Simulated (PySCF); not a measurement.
## Whose spectrum? (phenacene)

All values: TDA PBE0/6-31G*, gas phase, PySCF SCF with an in-house response code, fitting set def2-universal-JFIT up to Ne and JKFIT beyond, grid level 1 (kernel 0), vertical, one conformer each, geometries GFN2-xTB; core orbitals frozen in the response, virtual orbitals above 1.5 Eh left out. The lowest 6 singlets were sought, and the brightest is taken among them. The runs took 2 to 30 CPU minutes each on shared server CPUs.

One system has its HOMO at -5.60 eV, its LUMO at -1.41 eV and these singlet states:

```
state    eV      f
   S1  3.47  0.012
   S2  3.61  0.537
   S3  3.73  0.000
   S4  3.90  0.000
   S5  3.95  0.000
   S6  4.07  2.891
```

(1) Which is it?
A. c1ccc2c(c1)ccc1c2ccc2c1ccc1c3ccc4ccccc4c3ccc12 (C30H18)
B. c1ccc2c(c1)ccc1c2ccc2c1ccc1c2ccc2c1ccc1c3ccc4c5ccc6c7ccccc7ccc6c5ccc4c3ccc21 (C50H28)
C. c1ccc2c(c1)ccc1c2ccc2c1ccc1c2ccc2c3ccc4c5ccc6ccccc6c5ccc4c3ccc12 (C42H24)
D. c1ccc2c(c1)ccc1c2ccc2c3ccc4ccccc4c3ccc12 (C26H16)

(2) How do the candidates compare?

Results:

(1) C.

(2) 
```
                                                                      system  HOMO / eV  LUMO / eV  S1 / eV  f(S1)  brightest state sought / eV
c1ccc2c(c1)ccc1c2ccc2c1ccc1c2ccc2c1ccc1c3ccc4c5ccc6c7ccccc7ccc6c5ccc4c3ccc21      -5.59      -1.45     3.43  0.014                         3.56
            c1ccc2c(c1)ccc1c2ccc2c1ccc1c2ccc2c3ccc4c5ccc6ccccc6c5ccc4c3ccc12      -5.60      -1.41     3.47  0.012                         4.07
                              c1ccc2c(c1)ccc1c2ccc2c1ccc1c3ccc4ccccc4c3ccc12      -5.65      -1.29     3.58  0.007                         4.32
                                    c1ccc2c(c1)ccc1c2ccc2c3ccc4ccccc4c3ccc12      -5.67      -1.29     3.67  0.010                         4.58
```
